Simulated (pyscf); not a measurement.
Single points on ωB97X-D3(BJ)/def2-SVP structures (PySCF, gas phase).

### Question
What is the homolytic dissociation enthalpy (298 K, ωB97M-D3(BJ)/def2-TZVP) of the Ge–Ge bond of `[Cl][Ge]([GeH3])([GeH3])[GeH3]`, to Cl–Ge•(GeH₃)–GeH₃ + GeH₃•?

### Answer
Ge–Ge to Cl–Ge•(GeH₃)–GeH₃ + GeH₃•: 63.2 kcal/mol. The 7 functionals that were run give +58.6 (M06-2X) to +71.8 kcal/mol (ωB97X-D3(BJ)/def2-TZVP). Other isomers of Cl–Ge•(GeH₃)–GeH₃ were not searched in full and may lie lower. Elements up to Kr have no core potential and no relativistic terms here.
